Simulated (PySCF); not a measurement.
Broadened absorption spectrum of C7H9N

C7H9N.
Numbering: `[CH2:1]=[C:2]([CH3:3])[n:4]1[cH:5][cH:6][cH:7][cH:8]1` (hydrogens: H9, H10 on C1; H11, H12, H13 on C3; H14 on C5; H15 on C6; H16 on C7; H17 on C8)

Geometry (GFN2-xTB, Å), atoms numbered from 1 in this order:
```xyz
17
C7H9N angstrom
C     -1.5575   -0.0892   -1.6016
C     -1.0804   -0.0556   -0.3602
C     -1.9972   -0.0762    0.8276
N      0.2853    0.0043   -0.0717
C      0.8429    0.0236    1.1792
C      2.1992    0.0977    1.0610
C      2.4938    0.1262   -0.3196
C      1.3050    0.0672   -0.9839
H     -0.9354   -0.0776   -2.4767
H     -2.6165   -0.1292   -1.7780
H     -1.8575    0.8165    1.4357
H     -1.8057   -0.9509    1.4477
H     -3.0304   -0.1095    0.4953
H      0.2512   -0.0170    2.0702
H      2.9055    0.1289    1.8670
H      3.4681    0.1851   -0.7636
H      1.1226    0.0678   -2.0385
```

The calculation used PySCF, TDDFT CAM-B3LYP/def2-SVPD, vertical, gas phase, core orbitals frozen in the response. GFN2-xTB frequencies show an imaginary mode (42i cm⁻¹), so this geometry is no minimum at that level.

Computed states:

| state | E (eV) | f |
| --- | --- | --- |
| S1 | 5.25 | 0.084 |
| S2 | 5.60 | 0.315 |
| S3 | 6.19 | 0.0093 |
| S4 | 6.41 | 0.015 |
| S5 | 6.92 | 0.020 |
| S6 | 7.08 | 0.0007 |
| S7 | 7.20 | 0.018 |
| S8 | 7.26 | 0.174 |

Broadening: Gaussians 0.3 eV wide at half height, area fixed by f = 4.319×10⁻⁹ ∫ε dν̃. The width is an assumption, not a result. The curve ends short of the highest state used, and states not computed would add to its high-energy end.

Task: What does the envelope look like, and where are its maxima?

Result: 
λ (nm), ε (L mol⁻¹ cm⁻¹) and a bar:
```
    186.3        442 
    187.9        547 #
    189.6        859 #
    191.3       1228 #
    193.0       1493 ##
    194.7       1576 ##
    196.3       1516 ##
    198.0       1375 #
    199.7       1200 #
    201.4        994 #
    203.0        778 #
    204.7        572 #
    206.4        490 #
    208.1        713 #
    209.8       1545 ##
    211.4       3273 ###
    213.1       6516 #######
    214.8      11329 ############
    216.5      17214 ##################
    218.1      22668 ########################
    219.8      26938 ############################
    221.5      28484 ##############################
    223.2      27033 ############################
    224.9      23324 #########################
    226.5      18968 ####################
    228.2      14679 ###############
    229.9      11543 ############
    231.6       9727 ##########
    233.2       8921 #########
    234.9       8502 #########
    236.6       8052 ########
    238.3       7300 ########
    240.0       6213 #######
    241.6       5005 #####
    243.3       3708 ####
    245.0       2558 ###
    246.7       1646 ##
    248.3       1022 #
    250.0        579 #
    251.7        308 
    253.4        155 
    255.1         73 
    256.7         35 
    258.4         15
```

Maxima: 221 nm (5.60 eV), ε about 28000, made up of S2 (99%); 195 nm (6.37 eV), ε about 1600, made up of S3 (19%) and S4 (81%) (ε in L mol⁻¹ cm⁻¹; maxima over ε = 5, shares over 10%). At its high-energy end, 6.66 eV, the curve is still rising (ε about 450, from S4 and S5).

Task: What would ε be at 5.60 eV, the highest of these maxima, with half the width (0.15 eV)?

Result: About 56600 L mol⁻¹ cm⁻¹ against 28500, a factor of about 1.99; a lone state at its own centre would give exactly 2.

Task: Coming from long wavelengths, where does ε first pass 100 L mol⁻¹ cm⁻¹?

Result: At about 254 nm (4.87 eV), 0.37 eV below S1.

Task: On this curve, what absorbance would a 10⁻⁵ mol/L sample give at 248 nm over a 1 cm path?

Result: 248 nm is 4.999 eV, where ε is about 1100 L mol⁻¹ cm⁻¹, so A = ε c l ≈ 0.011 (Beer–Lambert, with the gas-phase spectrum and the assumed width).

One conformer stands for the species.
